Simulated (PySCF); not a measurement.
SnHMe2Cl, C2H7ClSn.
Bonds: Sn1–C3, Sn1–C7, Sn1–Cl11. Hydrogens: H2 on Sn1; H4, H5, H6 on C3; H8, H9, H10 on C7.

Computed by this run: PBE0-D3(BJ)/def2-SVP geometry optimisation, gas phase, def2 core potentials past Kr in PySCF 2.14.0; density fitting, grid level 1; the optimiser is geomeTRIC in internal coordinates, started from a GFN2-xTB structure with every atom displaced at random (about 0.03 Å).

Step 1: E = -20531.3830 eV
```
atom  x, y, z in Å  |  force x, y, z in eV/Å
Sn1    -0.2706   -0.4655    0.5275    0.305  -0.405   0.210
H2     -0.4044   -0.5607    2.2399    0.093  -0.093  -0.044
C3      1.7321   -0.5741   -0.2298    0.321  -0.328   0.100
H4      2.3711    0.2225    0.1690   -0.111   0.263   0.117
H5      1.7602   -0.5104   -1.3266   -0.163  -0.033   0.001
H6      2.2089   -1.5192    0.0788   -0.167  -0.015  -0.089
C7     -1.3197    1.2025   -0.1865   -0.403   0.395  -0.152
H8     -2.3612    1.1458    0.1667    0.060   0.049  -0.082
H9     -1.3059    1.1949   -1.2858   -0.025   0.123   0.042
H10    -0.8632    2.1264    0.1998   -0.012   0.008  -0.097
Cl11   -1.4493   -2.3478   -0.3220    0.103   0.035  -0.006
```

Step 2: E = -20531.4142 eV
```
atom  x, y, z in Å  |  force x, y, z in eV/Å
Sn1    -0.2509   -0.4789    0.5372   -0.262   0.256  -0.136
H2     -0.3481   -0.6065    2.2473    0.018  -0.033  -0.015
C3      1.7452   -0.5969   -0.2163    0.133  -0.205  -0.042
H4      2.3568    0.2179    0.1868    0.024   0.164   0.074
H5      1.7438   -0.5288   -1.3136   -0.057  -0.011   0.029
H6      2.2113   -1.5495    0.0805   -0.096   0.030  -0.029
C7     -1.3460    1.2389   -0.1993    0.039  -0.200   0.020
H8     -2.3886    1.1845    0.1534    0.104  -0.010  -0.040
H9     -1.3376    1.2435   -1.3027    0.017  -0.008   0.172
H10    -0.8895    2.1681    0.1767    0.002  -0.055  -0.026
Cl11   -1.3984   -2.3777   -0.3191    0.077   0.070  -0.008
```

Step 3: E = -20531.4222 eV
```
atom  x, y, z in Å  |  force x, y, z in eV/Å
Sn1    -0.2540   -0.4677    0.5354   -0.105   0.078  -0.008
H2     -0.3401   -0.6068    2.2436   -0.003  -0.024   0.010
C3      1.7404   -0.5959   -0.2142    0.128   0.041   0.017
H4      2.3478    0.2302    0.1900   -0.042  -0.056  -0.032
H5      1.7253   -0.5311   -1.3109   -0.003   0.004   0.008
H6      2.1938   -1.5523    0.0820   -0.019   0.009   0.005
C7     -1.3399    1.2315   -0.1970    0.004  -0.047   0.000
H8     -2.3805    1.1791    0.1531    0.014   0.005  -0.008
H9     -1.3299    1.2333   -1.2969    0.006  -0.008   0.049
H10    -0.8811    2.1603    0.1729   -0.001  -0.007  -0.001
Cl11   -1.3838   -2.3661   -0.3271    0.021   0.003  -0.041
```

Problem. Estimate the geometry and energy of step 4. (The exact step hangs on the optimiser's Hessian estimate; all steps are aligned on step 3, rigid shifts and turns removed.)

Solution. E = -20531.4231 eV, largest force 0.060 eV/Å
```
atom  x, y, z in Å  |  force x, y, z in eV/Å
Sn1    -0.2566   -0.4589    0.5368    0.040  -0.026   0.036
H2     -0.3370   -0.6075    2.2461   -0.015  -0.019  -0.010
C3      1.7429   -0.5963   -0.2128   -0.043   0.024  -0.002
H4      2.3500    0.2293    0.1849    0.026  -0.005   0.001
H5      1.7208   -0.5374   -1.3095    0.012   0.002  -0.002
H6      2.1864   -1.5550    0.0868    0.009  -0.009   0.018
C7     -1.3418    1.2305   -0.1944   -0.011   0.029   0.001
H8     -2.3816    1.1801    0.1546   -0.020   0.003   0.008
H9     -1.3310    1.2270   -1.2923    0.000  -0.007  -0.020
H10    -0.8826    2.1609    0.1692   -0.003   0.007   0.009
Cl11   -1.3714   -2.3583   -0.3385    0.004  -0.001  -0.039
```

The energy changes by -0.0009 eV. The first-order estimate −F·Δx gives -0.0026 eV and the mean of the old and new forces, exact on a quadratic surface, -0.0013 eV. The step makes an angle of 64° with the force vector and moves no atom by more than 0.019 Å.

What follows is the cost of the whole optimisation. On Intel Xeon Platinum 8488C, one thread, shared host with 96 logical CPUs at a one-minute load of 34, this took 36 s wall and 0.42 GiB of memory at its peak.
